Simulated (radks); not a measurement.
Results of a calculation; reference values are marked as such.
Species: Pb65+. Configuration: [Ne] 3s2 3p5. Code: a radial shooting solver on a logarithmic mesh with Libxc functionals. Model: scalar-relativistic Kohn-Sham, r2SCAN, spin-polarised, spherical densities, finite nucleus; open shells are filled with parallel spins first (spin-orbit coupling, left out, can overturn this in heavy ions); meta-GGA in the generalised Kohn-Sham scheme; Fermi nuclear charge, rms radius 5.5012 fm.

Normalised radial functions P(r) = r R(r), r in bohr:

r	2p up	3s down
0.001787	0.0679	0.6486
0.002218	0.0966	0.7384
0.002753	0.1372	0.8308
0.003417	0.1943	0.9210
0.00424	0.2744	1.0012
0.005263	0.3853	1.0602
0.006479	0.5307	1.0829
0.008042	0.7331	1.0527
0.009981	1.0000	0.9458
0.01239	1.3418	0.7400
0.01537	1.7628	0.4189
0.01908	2.2551	-0.0185
0.02368	2.7902	-0.5448
0.02916	3.2924	-1.0699
0.03618	3.7159	-1.5165
0.04491	3.9329	-1.7018
0.05574	3.8441	-1.4626
0.06917	3.4051	-0.7149
0.08585	2.6709	0.4504
0.1066	1.8031	1.7189
0.1312	1.0392	2.6056
0.1628	0.4701	2.8181
0.2021	0.1606	2.2892
0.2508	0.0388	1.3920
0.3113	0.0061	0.6113
0.3863	0.0006	0.1829
0.4794	0.0000	0.0345

2p up: eigenvalue -18727.8 eV, 0 radial nodes, <r> = 0.0607 bohr, 90 % of the charge inside 0.0988 bohr. 3s down: eigenvalue -8260.2 eV, 2 radial nodes at r = 0.0189, 0.0795 bohr, <r> = 0.163 bohr, 90 % of the charge inside 0.238 bohr.
